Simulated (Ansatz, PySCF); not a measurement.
Molecule: BiBr₂ (charge 0, doublet). It need not be the lowest isomer of its formula. 
Structure (B3LYP-D3(BJ)/def2-TZVP (Ansatz, a program for electronic structure) minimum search):
```
Bi
Br 1 2.6104
Br 1 2.6104 2 100.40
```
Charge 0, spin multiplicity 2.

Total electronic energies in hartree. Cores are frozen in the correlated levels unless marked. UHF or UKS for open shells. Spin-orbit coupling is left out. The frozen core is the preceding noble-gas configuration, with the filled d and f shells of earlier blocks. Past Kr the def2 sets carry scalar-relativistic core potentials. CBS(X,Y): correlation extrapolated as X^-3; Hartree-Fock from the larger set. The bracket is a focal-point correction in the basis named.

```
level                                                                 program  energy (Eh)
-------------------------------------------------------------  --------------  -----------
HF/def2-SVPD                                                           Ansatz  -5357.85907
HF/def2-QZVPPD                                                         Ansatz  -5358.59469
HF-D4/def2-TZVPD                                                PySCF + dftd4  -5358.50671
revPBE-D3(BJ)/def2-TZVPD                                       Ansatz + dftd3  -5362.68526
revPBE/def2-TZVPD                                                      Ansatz  -5362.67763
TPSS-D3(BJ)/def2-TZVPD                                          PySCF + dftd3  -5362.79916
M06-L/def2-TZVPD                                                        PySCF  -5362.97437
B3LYP/def2-TZVPD                                                       Ansatz  -5363.16998
PBE0/def2-SVP                                                          Ansatz  -5361.80919
PBE0-D3(BJ)/def2-TZVP                                          Ansatz + dftd3  -5362.44982
PBE0-D4/def2-TZVPD                                             Ansatz + dftd4  -5362.45099
SCS-MP2/def2-TZVPP                                                     Ansatz  -5358.88986
SCS-MP2/def2-TZVPPD                                                    Ansatz  -5358.89300
CCSD/def2-SVP                                                          Ansatz  -5358.17761
RI-MP2/CBS(def2-TZVPPD,def2-QZVPPD)+[CCSD(T)-MP2]/def2-TZVPPD          Ansatz   -5359.1297
```

Totals of different functionals don't rank their quality; only differences between species are comparable.
